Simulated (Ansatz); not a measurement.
Ansatz (a quantum-chemistry and plane-wave program) input (B3LYP-D3(BJ)/def2-TZVP):

Ansatz 0.2 input:
```yaml
crystal:
  periodic: [false, false, false]
  atoms:
    - {symbol: B, position_ang: [0.49412234, -0.38804327, 0.45471841]}
    - {symbol: Br, position_ang: [0.87459662, 0.53558579, -1.32461924]}
    - {symbol: Br, position_ang: [-1.47743679, -0.07372296, 0.87755530]}
basis:
  gaussian:
    orbitals: def2-TZVP
hamiltonian:
  xc: b3lyp
  dispersion: d3bj
total_charge: -1
relax: {f_tol: 0.002, max_steps: 150}
```

Output:

```
Functional definition: B3LYP
integrals: 0.05 GiB planned
995 factors; their error is unknown
mean field: 0.53 GiB planned
mean field evaluation 1: about -140770.1824 eV, gradient 2.5e1 eV
mean field evaluation 2: about -140769.7257 eV, gradient 2.9e1 eV
mean field evaluation 4: about -140771.1561 eV, gradient 1.1e0 eV
mean field evaluation 8: about -140771.8514 eV, gradient 4.5e-1 eV
mean field evaluation 16: about -140771.8516 eV, gradient 3.2e-5 eV
mean field -140771.85160450 eV, -5173.2701278773 hartree, gradient 3.2e-5 eV, S^2 0.000000; 0 other end points of the search recorded, 0 dependent functions left out
the calculation of the forces begins
reference -140771.85179164 eV, -5173.2701347544 hartree; 38, 38 occupied and 89, 89 virtual orbitals, 995 factors
relax step   1: F+E_penalty+E_count = -140772.01552061 eV  Δ(F+E_penalty+E_count) = +0.000e0 eV  max|allowed force component| = 7.100e-1 eV/Å  Δτ_max = 0.0000 Å  (30 SCF iters, accepted)
these checks for a lower state are left out or cut short: starts, cluster_reference, orbital_swaps, neighbouring_geometries, increment
integrals: 0.05 GiB planned
995 factors; their error is unknown
mean field: 0.53 GiB planned
mean field -140771.90143913 eV, -5173.2719592660 hartree, gradient 8.0e-6 eV, S^2 0.000000; 0 other end points of the search recorded, 0 dependent functions left out
the calculation of the forces begins
reference -140771.90162533 eV, -5173.2719661088 hartree; 38, 38 occupied and 89, 89 virtual orbitals, 995 factors
relax step   2: F+E_penalty+E_count = -140772.06586656 eV  Δ(F+E_penalty+E_count) = -5.035e-2 eV  max|allowed force component| = 4.113e-1 eV/Å  Δτ_max = 0.0569 Å  (32 SCF iters, accepted)
these checks for a lower state are left out or cut short: starts, cluster_reference, orbital_swaps, neighbouring_geometries, increment
integrals: 0.05 GiB planned
995 factors; their error is unknown
mean field: 0.53 GiB planned
mean field evaluation 32: about -140771.9271 eV, gradient 1.2e-5 eV
mean field -140771.92709306 eV, -5173.2729020308 hartree, gradient 1.2e-5 eV, S^2 0.000000; 0 other end points of the search recorded, 0 dependent functions left out
the calculation of the forces begins
reference -140771.92727936 eV, -5173.2729088769 hartree; 38, 38 occupied and 89, 89 virtual orbitals, 995 factors
relax step   3: F+E_penalty+E_count = -140772.08737197 eV  Δ(F+E_penalty+E_count) = -2.151e-2 eV  max|allowed force component| = 8.539e-2 eV/Å  Δτ_max = 0.0762 Å  (30 SCF iters, accepted)
these checks for a lower state are left out or cut short: starts, cluster_reference, orbital_swaps, neighbouring_geometries, increment
integrals: 0.05 GiB planned
995 factors; their error is unknown
mean field: 0.53 GiB planned
mean field -140771.92859020 eV, -5173.2729570497 hartree, gradient 1.2e-5 eV, S^2 0.000000; 0 other end points of the search recorded, 0 dependent functions left out
the calculation of the forces begins
reference -140771.92877637 eV, -5173.2729638910 hartree; 38, 38 occupied and 89, 89 virtual orbitals, 995 factors
relax step   4: F+E_penalty+E_count = -140772.09024219 eV  Δ(F+E_penalty+E_count) = -2.870e-3 eV  max|allowed force component| = 1.259e-2 eV/Å  Δτ_max = 0.0247 Å  (31 SCF iters, accepted)
these checks for a lower state are left out or cut short: starts, cluster_reference, orbital_swaps, neighbouring_geometries, increment
integrals: 0.05 GiB planned
995 factors; their error is unknown
mean field: 0.53 GiB planned
mean field -140771.92859215 eV, -5173.2729571212 hartree, gradient 1.3e-5 eV, S^2 0.000000; 0 other end points of the search recorded, 0 dependent functions left out
the calculation of the forces begins
reference -140771.92877831 eV, -5173.2729639626 hartree; 38, 38 occupied and 89, 89 virtual orbitals, 995 factors
relax step   5: F+E_penalty+E_count = -140772.09026806 eV  Δ(F+E_penalty+E_count) = -2.587e-5 eV  max|allowed force component| = 2.352e-3 eV/Å  Δτ_max = 0.0020 Å  (34 SCF iters, accepted)
these checks for a lower state are left out or cut short: starts, cluster_reference, orbital_swaps, neighbouring_geometries, increment
integrals: 0.05 GiB planned
995 factors; their error is unknown
mean field: 0.53 GiB planned
mean field -140771.92859898 eV, -5173.2729573723 hartree, gradient 1.3e-5 eV, S^2 0.000000; 0 other end points of the search recorded, 0 dependent functions left out
the calculation of the forces begins
reference -140771.92878515 eV, -5173.2729642137 hartree; 38, 38 occupied and 89, 89 virtual orbitals, 995 factors
relax step   6: F+E_penalty+E_count = -140772.09026907 eV  Δ(F+E_penalty+E_count) = -1.010e-6 eV  max|allowed force component| = 2.313e-5 eV/Å  Δτ_max = 0.0003 Å  (34 SCF iters, accepted)
integrals: 0.05 GiB planned
995 factors; their error is unknown
mean field: 0.53 GiB planned
mean field evaluation 64: about -140771.9286 eV, gradient 1.3e-5 eV
mean field -140771.92859898 eV, -5173.2729573723 hartree, gradient 1.3e-5 eV, S^2 0.000000; 1 other end points of the search recorded, 0 dependent functions left out
the calculation of the forces begins
reference -140771.92878515 eV, -5173.2729642137 hartree; 38, 38 occupied and 89, 89 virtual orbitals, 995 factors
Total energy: -140772.09045523 eV, -5173.2789054797 hartree
Atom 0 at     0.542788    -0.425955     0.496291 Å, force    -0.000012    -0.000010     0.000023 eV/Å
Atom 1 at     0.879342     0.562093    -1.372662 Å, force    -0.000005     0.000009    -0.000014 eV/Å
Atom 2 at    -1.530847    -0.062318     0.884025 Å, force     0.000017     0.000001    -0.000009 eV/Å
Dipole moment:    -0.361754     0.281503    -0.308485 e Å
```
